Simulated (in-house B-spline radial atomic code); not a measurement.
Radial electron density of Ca⁺, [Ar] 4s1. Level of theory: scalar-relativistic (X2C) AM05, spin-polarised, spherical fractional occupations, Fermi nucleus of rms radius 3.4776 fm; calculated with an all-electron radial atomic-structure program (B-spline basis).

Columns: r (bohr), 4πr²n(r) (electrons per bohr), bar.

```
 0.00273   0.5284 #
 0.00333   0.7553 #
 0.00407    1.078 ##
 0.00498    1.533 ###
 0.00609    2.162 ####
 0.00744    3.016 #####
 0.00909    4.161 ########
  0.0111    5.657 ##########
  0.0136    7.599 ##############
  0.0166    9.944 ##################
  0.0203    12.72 #######################
  0.0248    15.74 #############################
  0.0303    18.77 ##################################
  0.0371    21.41 #######################################
  0.0453    23.11 ##########################################
  0.0554    23.47 ###########################################
  0.0677    22.35 #########################################
  0.0827    20.18 #####################################
   0.101    17.98 #################################
   0.124    17.06 ###############################
   0.151    18.27 #################################
   0.185    21.23 #######################################
   0.226       24 ############################################
   0.276    24.26 ############################################
   0.337    20.81 ######################################
   0.412    14.74 ###########################
   0.503    9.044 ################
   0.615    6.221 ###########
   0.752     6.45 ############
   0.919    7.585 ##############
    1.12    7.468 ##############
    1.37    5.673 ##########
    1.68    3.277 ######
    2.05    1.554 ###
    2.51   0.7274 #
    3.06   0.4624 #
    3.75   0.3303 #
    4.58   0.1889 
     5.6  0.07351 
    6.84  0.01844 
    8.36 0.002761 
    10.2 0.0002324 
    12.5 8.947e-06
```

On this grid the curve has 3 maxima, near 0.0554, 0.276, 0.919 bohr.

The 4s up radial function P(r) = rR(r), positive near the nucleus:

| r (bohr) | P |
| --- | --- |
| 0.001 | 0.006429 |
| 0.00149 | 0.009316 |
| 0.00223 | 0.0135 |
| 0.00333 | 0.01939 |
| 0.00498 | 0.0276 |
| 0.00744 | 0.03864 |
| 0.0111 | 0.0527 |
| 0.0166 | 0.06922 |
| 0.0248 | 0.08516 |
| 0.0371 | 0.0937 |
| 0.0554 | 0.08271 |
| 0.0827 | 0.03772 |
| 0.151 | -0.09485 |
| 0.226 | -0.1641 |
| 0.337 | -0.1168 |
| 0.503 | 0.07635 |
| 0.752 | 0.2665 |
| 1.12 | 0.1969 |
| 1.68 | -0.1751 |
| 2.51 | -0.5331 |
| 3.75 | -0.5611 |
| 5.6 | -0.271 |
| 8.36 | -0.05255 |
| 12.5 | -0.002991 |
